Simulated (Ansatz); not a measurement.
Mg (SMILES [Mg+]), charge +1, doublet; R2SCAN/aug-cc-pVDZ (Ansatz, a quantum-chemistry and plane-wave program).

The Ansatz input:
Ansatz 0.2 input:
```yaml
crystal:
  periodic: [false, false, false]
  atoms:
    - {symbol: Mg, position_ang: [0.00000000, 0.00000000, 0.00000000]}
basis:
  gaussian:
    orbitals: aug-cc-pVDZ
hamiltonian:
  xc: r2scan
total_charge: 1
magnetization: {spin_polarized: true, initial_magnetization: 1}
accuracy: high
```

The log (banner, timings and long lists left out):

```
Functional definition: r2SCAN
229 factors; integrals over basis functions are off by at most 3.6e-9 eV
mean field evaluation 1: about -5435.7990 eV, gradient 4.5e-1 eV
mean field evaluation 2: about -5435.8025 eV, gradient 5.4e-2 eV
mean field evaluation 4: about -5435.8018 eV, gradient 7.0e-3 eV
mean field evaluation 8: about -5435.8018 eV, gradient 7.3e-6 eV
mean field -5435.80176830 eV, -199.7620304663 hartree, gradient 3.9e-8 eV, S^2 0.750082; 0 other end points of the search recorded, 0 dependent functions left out
reference -5435.80177161 eV, -199.7620305877 hartree; 6, 5 occupied and 21, 22 virtual orbitals, 229 factors
Total energy: -5435.80177161 eV, -199.7620305877 hartree
```
